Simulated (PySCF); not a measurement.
One molecule, one basis, several functionals.

Species: C2H7NSSi2.
Bonds: N1–C2 (triple), C2–C3, C3–Si4, Si4–S5, S5–Si6. Hydrogens: H7, H8 on C3; H9, H10 on Si4; H11, H12, H13 on Si6.

Torsions of this conformer, `[N:1]#[C:2][CH2:3][SiH2:4][S:5][SiH3:6]`: C2–C3–Si4–S5 180°, C3–Si4–S5–Si6 -178°.

PySCF, pcSseg-1 basis, density fitting, gas phase, PBE0-D3(BJ)/def2-SVP geometry. One functional is left out:

| functional | exact exchange (%) | HOMO energy (eV) | LUMO energy (eV) | dipole moment (D) |
| --- | --- | --- | --- | --- |
| B97-D | 0 | -6.66 | -1.20 | 3.634 |
| BLYP | 0 | -6.50 | -1.17 | 3.619 |
| BP86 | 0 | -6.80 | -1.45 | 3.647 |
| LDA | 0 | -6.78 | -1.67 | 3.746 |
| OPBE | 0 | -6.71 | -1.15 | 3.541 |
| PBE | 0 | -6.69 | -1.37 | 3.611 |
| B3LYP | 20 | -7.64 | -0.68 | 3.696 |
| B97-2 | 21 | -7.67 | -0.51 | 3.686 |
| mPW1PW91 | 25 | -7.93 | -0.52 | 3.713 |
| BHandHLYP | 50 | -8.95 | 0.40 | 3.785 |

**Question.** Predict the row of PBE0 (25 % exact exchange) by straight lines through the other rows, and check it.

**Answer.** 
| property | line | computed | computed − line | mPW1PW91 (25 %), for comparison |
| --- | --- | --- | --- | --- |
| HOMO energy (eV) | -7.85 | -7.91 | -0.06 | -7.93 |
| LUMO energy (eV) | -0.47 | -0.54 | -0.07 | -0.52 |
| dipole moment (D) | 3.708 | 3.699 | -0.009 | 3.713 |

**Question.** Which of these properties follows the share of exact exchange most closely, and which least?

**Answer.** Most closely the HOMO energy, least the dipole moment; the correlations over the tabulated rows are HOMO energy -0.994, LUMO energy 0.967, dipole moment 0.721. The HOMO energy moves by -0.460 eV for every 10 %. Functionals with the same share still differ in their other parts: at 0 % BLYP and BP86 differ by 0.30 eV in it.
